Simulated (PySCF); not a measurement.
**Where the electron goes**

Compound: C7H4ClNS.
Structure used (GFN2-xTB), in Å, numbered top down from 1:
```
atom  x, y, z in Å
Cl1   -1.2431    2.7802    1.0240
C2    -0.9011    1.1883    0.4460
C3    -1.9244    0.3055    0.1566
C4    -1.6419   -0.9775   -0.3084
C5    -0.3452   -1.4050   -0.4936
C6     0.6967   -0.5267   -0.2071
N7     2.0288   -0.7890   -0.3356
C8     2.7413    0.2104    0.0027
S9     1.8899    1.6417    0.5359
C10    0.4116    0.7773    0.2657
H11   -2.9465    0.6203    0.2941
H12   -2.4630   -1.6432   -0.5249
H13   -0.1174   -2.3950   -0.8524
H14    3.8136    0.2120   -0.0249
```

Computed, not measured: PySCF, TDDFT CAM-B3LYP/def2-SVPD, vertical, gas phase, core orbitals frozen in the response.

Frontier orbitals with the atoms that hold most of them (Löwdin shares over 4%, at most four atoms; ? is withheld):

```json
{"orbital": "HOMO-3", "ε (eV)": "-10.13", "atoms": "S9 29%, Cl1 22%, N7 15%, C10 14%"}
{"orbital": "HOMO-2", "ε (eV)": "-9.62", "atoms": "N7 56%, S9 13%, C8 9%, C6 8%"}
{"orbital": "HOMO-1", "ε (eV)": "-8.64", "atoms": "?"}
{"orbital": "HOMO", "ε (eV)": "?", "atoms": "S9 17%, C5 17%, C2 16%, Cl1 13%"}
{"orbital": "LUMO", "ε (eV)": "-0.41", "atoms": "?"}
{"orbital": "LUMO+1", "ε (eV)": "0.34", "atoms": "C10 19%, C4 19%, C5 14%, C2 12%"}
{"orbital": "LUMO+2", "ε (eV)": "0.77", "atoms": "S9 54%, Cl1 12%, C10 8%, C8 6%"}
```

Q: Which atoms hold the HOMO-1, and with what shares?

A: C6 (bonded to 2 C and N) 17%; C3 (bonded to 2 C and H) 17%; C10 (bonded to 2 C and S) 15%; C4 (bonded to 2 C and H) 14%.

Q: Which atoms hold the LUMO, and with what shares?

A: C8 (bonded to N, S and H) 22%; C3 (bonded to 2 C and H) 13%; N7 (bonded to 2 C) 12%; C5 (bonded to 2 C and H) 10%. By element: carbon 45% or more, nitrogen 12%.

Q: What is the HOMO energy, and the HOMO–LUMO gap?

A: ε(HOMO) = -8.18 eV; the gap is 7.77 eV (0.2854 hartree).

Q: The HOMO–LUMO gap is 7.77 eV. Where does the response calculation put the lowest singlet, and from which orbitals?

A: S1 is at 4.87 eV (f = 0.039), 2.90 eV below the gap, made of HOMO→LUMO (58%), HOMO-1→LUMO (16%), HOMO-1→LUMO+1 (13%). Without the coupling terms of the response equations the lowest excitation would equal the gap.

Next come S2 at 5.31 eV (f 0.077), HOMO-1→LUMO (44%), HOMO→LUMO (26%), HOMO→LUMO+1 (24%); S3 at 5.33 eV (f 0.0006), HOMO-2→LUMO (88%); S4 at 5.78 eV (f 0.0002), HOMO→LUMO+2 (74%); S5 at 6.00 eV (f 0.345), HOMO→LUMO+1 (40%), HOMO-1→LUMO (30%), HOMO-1→LUMO+1 (17%).

Löwdin shares depend on the basis, the more so with diffuse functions.

The run took 79 s on an Arm Neoverse V1 with one thread, on a shared host.
